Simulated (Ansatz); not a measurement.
Steps of a relaxation of `[F][GeH]([Cl])[Br]` with RKS PBE0-D4/def2-TZVP.

```sh
$ ansatz run in.yaml --threads 4 --pin off --events-out ev --progress --plain --max-ram 10444MiB
```

```yaml
crystal:
  periodic: [false, false, false]
  atoms:
    - {symbol: F, position_ang: [-0.779804, -0.304247, 1.542126]}
    - {symbol: Ge, position_ang: [0.065209, 0.098523, 0.067728]}
    - {symbol: Cl, position_ang: [1.479157, -1.484129, -0.289919]}
    - {symbol: Br, position_ang: [-1.486140, 0.161873, -1.625501]}
    - {symbol: H, position_ang: [0.771478, 1.454380, 0.264066]}
basis:
  gaussian: {orbitals: def2-TZVP}
hamiltonian: {xc: pbe0, dispersion: d4}
relax: {f_tol: 0.005, max_steps: 150}
```

Positions (Å) and forces (eV/Å) along the path, 5 of 5 steps:

```xyz
5
step=1 energy=-141803.6452 eV
F    -0.780   -0.304    1.542    0.361    0.150   -0.662
Ge    0.065    0.099    0.068   -0.108   -0.267    0.250
Cl    1.479   -1.484   -0.290   -0.394    0.413    0.111
Br   -1.486    0.162   -1.626    0.273   -0.031    0.330
H     0.771    1.454    0.264   -0.132   -0.266   -0.029
5
step=2 energy=-141803.6710 eV
F    -0.779   -0.309    1.513    0.171    0.095   -0.245
Ge    0.071    0.106    0.062   -0.100   -0.127    0.291
Cl    1.456   -1.465   -0.283   -0.007    0.032    0.012
Br   -1.473    0.151   -1.596   -0.044    0.024   -0.060
H     0.774    1.445    0.264   -0.021   -0.024    0.002
5
step=3 energy=-141803.6731 eV
F    -0.767   -0.305    1.515    0.022    0.014   -0.074
Ge    0.067    0.099    0.061   -0.012   -0.011    0.112
Cl    1.458   -1.464   -0.278    0.009   -0.017   -0.011
Br   -1.474    0.158   -1.603   -0.022   -0.002   -0.018
H     0.766    1.438    0.264    0.003    0.016   -0.010
5
step=4 energy=-141803.6734 eV
F    -0.771   -0.305    1.511    0.005   -0.006   -0.003
Ge    0.070    0.098    0.064   -0.009    0.008    0.013
Cl    1.459   -1.466   -0.280   -0.002    0.000    0.000
Br   -1.474    0.158   -1.600   -0.002   -0.003   -0.008
H     0.766    1.440    0.263    0.008    0.001   -0.003
5
step=5 energy=-141803.6734 eV
F    -0.770   -0.306    1.512    0.001   -0.001   -0.001
Ge    0.069    0.099    0.064   -0.003    0.002    0.004
Cl    1.458   -1.465   -0.279    0.000    0.000   -0.001
Br   -1.474    0.158   -1.601    0.002   -0.001    0.000
H     0.767    1.440    0.263    0.001   -0.001   -0.002
```

It took 17 s on 4 threads of an Arm Neoverse V2 on a shared host, with 0.53 GiB of host memory at the peak.
